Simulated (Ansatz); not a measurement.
Consider the redistribution: `[OH][Sc]([OH])[OH]` + `C=[C]1[O][Al]1[CH3]` → `[CH3][Sc]([OH])[OH]` + `C=[C]1[O][Al]1[OH]`.

Gas-phase electronic energies from Ansatz, PBE0-D4/def2-TZVP geometries. CBS: MP2 limit from def2 TZ/QZ plus the TZ coupled-cluster correction, frozen cores. Functionals use def2-TZVPP. HSE06 is defined as in plane-wave codes. For Sc outer-core shells are correlated without core-valence functions, which leaves a few kJ/mol of doubt a bond. Scalar relativity is left out up to krypton. Each species was taken in one conformer, which may not be the lowest.

`[OH][Sc]([OH])[OH]`:

Z-matrix (Å, degrees):
```
Sc
O 1 1.872
O 1 1.872 2 120.0
O 1 1.872 2 120.0 3 -180.0
H 2 0.952 1 166.3 3 180.0
H 3 0.952 1 166.2 2 0.0
H 4 0.952 1 166.2 2 180.0
```

`C=[C]1[O][Al]1[CH3]`:

```xyz
10

C     0.623   -0.042   -2.607
C     0.274   -0.152   -1.337
O    -0.250   -1.305   -0.697
Al   -0.132   -0.030    0.464
C    -0.467    0.330    2.330
H     0.527   -0.880   -3.292
H     1.013    0.894   -2.983
H    -0.657    1.390    2.508
H     0.398    0.038    2.931
H    -1.329   -0.243    2.682
```

`[CH3][Sc]([OH])[OH]`:

Z-matrix (Å, degrees):
```
C
Sc 1 2.201
H 1 1.097 2 112.5
H 1 1.100 2 110.6 3 -118.2
H 1 1.096 2 113.3 3 122.3
O 2 1.866 1 116.0 3 39.1
O 2 1.867 1 116.6 3 -142.1
H 6 0.952 2 169.8 1 179.3
H 7 0.952 2 169.8 1 -179.3
```

`C=[C]1[O][Al]1[OH]`:

```xyz
8

C     0.853   -1.557   -0.766
C     0.209   -0.574   -0.167
O    -0.744   -0.690    0.892
Al   -0.552    0.967    0.499
O    -1.126    2.465    0.962
H     0.692   -2.591   -0.475
H     1.555   -1.342   -1.560
H    -0.888    3.321    0.615
```

**Question.** Is it downhill or uphill in electronic energy at CCSD(T)/CBS, and by how much? (Best estimate.)

**Answer.** Ansatz gave: Uphill: ΔE = +71.2 kJ/mol.

**Question.** What do these levels give: BLYP-D4, r2SCAN0-D4, HSE06-D4, ωB97M-V, PBE, r2SCANh, LC-ωPBE, HF/def2-SVP, CCSD(T)/def2-SVP, CCSD/def2-TZVPP, SCS-MP2/def2-QZVPP, HF/CBS(def2)? (Estimate.)

**Answer.** The calculation gave: BLYP-D4 79.2, r2SCAN0-D4 74.2, HSE06-D4 77.8, ωB97M-V 74.9, PBE 81.5, r2SCANh 75.3, LC-ωPBE 79.3, HF/def2-SVP 78.9, CCSD(T)/def2-SVP 85.4, CCSD/def2-TZVPP 70.8, SCS-MP2/def2-QZVPP 71.4, HF/CBS(def2) 68.4 kJ/mol.

Largest T1 diagnostic among the species: 0.016.

Leaving LDA and LC-ωPBE aside and taking each functional with its dispersion term where it has one, the values, not all of them listed here, spread over 7.3 kJ/mol, from r2SCAN0-D4 to PBE-D4. LDA lies +3.5 kJ/mol from PBE without D4. At CCSD(T), def2-SVP lies +14.2 kJ/mol from the extrapolated value and def2-TZVPP +0.9 kJ/mol. From PBE to PBE0 (25 % exact exchange), in def2-TZVPP and without D4, ΔE moves by −3.5 kJ/mol.
